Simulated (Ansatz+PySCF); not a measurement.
Values are calculated unless marked as measured or tabulated.
Input for PySCF 2.14.0:

```python
from pyscf import gto, scf

mol = gto.M(atom="""
Pd 0.000000 0.000000 0.000000
H 0.000000 0.000000 1.529000
""", basis='def2-svp', ecp={'Pd': 'def2-svp'}, charge=0, spin=1)
mf = scf.ROHF(mol)
mf.kernel()
print(mf.converged, mf.e_tot, mf.spin_square()[0])
```

The script is written out from the run's settings. The basis set brings a core potential for Pd, so the total leaves out those core electrons.

Results

| Quantity | Value |
| --- | --- |
| Converged | yes |
| Total energy | -127.55444 hartree |
| Spin squared of the determinant | 0.750 |
| Cycles | 13 |

Caution: other spin multiplicities were not run.
